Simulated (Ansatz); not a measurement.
CH₅BO₂ (`BOCO`) from Hartree–Fock to CCSD(T)

```xyz
9

B     0.0347    1.5354   -0.3496
O     0.1681    0.5197    0.5207
C     0.2657   -0.8225    0.0813
O    -0.9202   -1.5001    0.2894
H     0.0492    1.3193   -1.5319
H    -0.0819    2.6332    0.1097
H     1.0988   -1.2663    0.6374
H     0.4632   -0.8531   -0.9930
H    -1.0775   -1.5657    1.2361
```

Total charge 0; spin multiplicity 1. The structure was optimised at the PBE0-D4/def2-TZVP level. It is one conformer, not always the lowest. Frozen core, restricted reference, the Gaussian-basis code of Ansatz. CBS rows extrapolate triple and quadruple zeta; past MP2 they add the triple-zeta difference.

```
     basis     HF (Eh)  MP2 corr.  CCSD corr.       (T)  CCSD(T) total
  def2-SVP  -215.04752   -0.59419    -0.63063  -0.01549     -215.69364
def2-TZVPP  -215.30603   -0.74972    -0.77650  -0.02812     -216.11065
def2-QZVPP  -215.31656   -0.80602           –         –              –
 CBS(def2)  -215.31801   -0.84773    -0.87450     as TZ     -216.22063
```
